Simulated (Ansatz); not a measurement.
The cluster Mg2Al2, relaxed as a singlet with RKS PBE0-D4/def2-TZVP in Ansatz, starting from the GFN1-xTB geometry. Force threshold 0.02 eV/Å.

The restricted singlet is unstable towards broken spin symmetry at other levels; at PBE0-D4/def2-TZVP this wasn't settled. Another isomer (singlet) lies 0.66 eV lower at PBE0-D4/def2-TZVP; other spin states weren't run for this one.

Start:

```xyz
4

Al   -1.109   -0.152   -0.487
Al    1.113    0.154    0.485
Mg   -0.449    2.413    0.264
Mg    0.445   -2.415   -0.262
```

| step | energy (eV) | largest force component (eV/Å) | SCF passes |
| --- | --- | --- | --- |
| 1 | -24069.1166 | 0.423 | 20 |
| 2 | -24069.2290 | 0.224 | 24 |
| 3 | -24069.2467 | 0.111 | 25 |
| 4 | -24069.2516 | 0.008 | 23 |

Force components are those of the run's own axes.

End:

```xyz
4

Al   -1.0802   -0.1483   -0.4760
Al    1.0827    0.1495    0.4695
Mg   -0.4859    2.6184    0.2881
Mg    0.4834   -2.6196   -0.2816
```

By distances, no bond broke or formed. The bond that changes most is Al1–Mg3, from 2.75 to 2.93 Å (atoms count from 1).

No frequencies were taken in this run, so the end may be a saddle point.

It took 13 s on 2 threads of Intel Xeon Platinum 8488C on a shared host.
